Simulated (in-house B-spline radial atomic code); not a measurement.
The numbers below are computed, except where a source is named.
**From levels and matrix elements to observables: Se²³⁺**

One electron outside the [He] 2s2 2p6 core, from an all-electron radial atomic-structure program (B-spline basis): Brueckner orbitals with a screened correlation potential on Dirac-Hartree-Fock, Breit and QED terms for the lowest states, dipole elements in length form with static core polarisation. The core's own polarisability, by RPA, is 0.001569 bohr³.

```csv
state,removal energy (cm⁻¹),size of the reduced dipole element to 3s1/2 (a.u.)
3s1/2,8358546,-
4s1/2,4482402,-
3p1/2,7940306,0.3733
3p3/2,7861047,0.5318
4p1/2,4312692,0.1267
4p3/2,4281122,0.1693
```

Use R = 109737.3 cm⁻¹, 1 hartree = 219474.6 cm⁻¹, c = 137.036 and 1 a.u. of rate = 4.1341e16 s⁻¹.

**Question.** Find the quantum defects of the two s states and predict 5s1/2.

**Answer.** With n* = 24 √(R/E): 3s1/2 has n* = 2.7499, δ = 0.2501; 4s1/2 has n* = 3.7552, δ = 0.2448. Ritz's form δ = δ0 + b/n*² gives b = 0.086, δ0 = 0.2387, so with n* ≈ 5 − 0.2448, δ = 0.2425 and E = R × 24²/(5 − 0.2425)² = 2792680 cm⁻¹. The program finds 2794148 cm⁻¹.

**Question.** What are the wavelength, oscillator strength and rate of 3s1/2–3p3/2?

**Answer.** ΔE = 497499 cm⁻¹ = 2.26677 hartree, λ = 20.101 nm in vacuum. f = (2/3) ΔE D²/(2j + 1 of the lower state) = (2/3) × 2.26677 × 0.5318²/2 = 0.2137. A = (4/3) ΔE³ D²/(c³ (2j' + 1)) = 4.2667e-07 a.u. = 1.764e+10 s⁻¹, a partial lifetime of 0.05669 ns.
